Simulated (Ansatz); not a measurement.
CH₃ClFNSi₂, SMILES [SiH2]1C=N[Si@]1(F)Cl.

Geometry optimised at PBE-D3(BJ)/def2-SVP. The structure was generated by enumeration; whether it is a known compound was not checked.

Two levels are set side by side: PBE/def2-SVPD (Ansatz, an electronic-structure program) and CAM-B3LYP/def2-SVPD (Ansatz). Energy differences of separate SCF runs at the same geometry; the states with an electron removed or added have multiplicity 2 and 2. Differences are taken from unrounded values.

| quantity | PBE |
|---|---|
| vertical ionisation energy (eV) | 9.23 |
| vertical singlet–triplet gap (eV) | 2.93 |

**Question.** These are the PBE values. What does CAM-B3LYP give? (The exact figures need the calculation; the answer reports its results.)

**Answer.** 
```csv
quantity,CAM-B3LYP,PBE minus CAM-B3LYP
vertical ionisation energy (eV),9.53,-0.31
vertical singlet–triplet gap (eV),3.03,-0.10
```
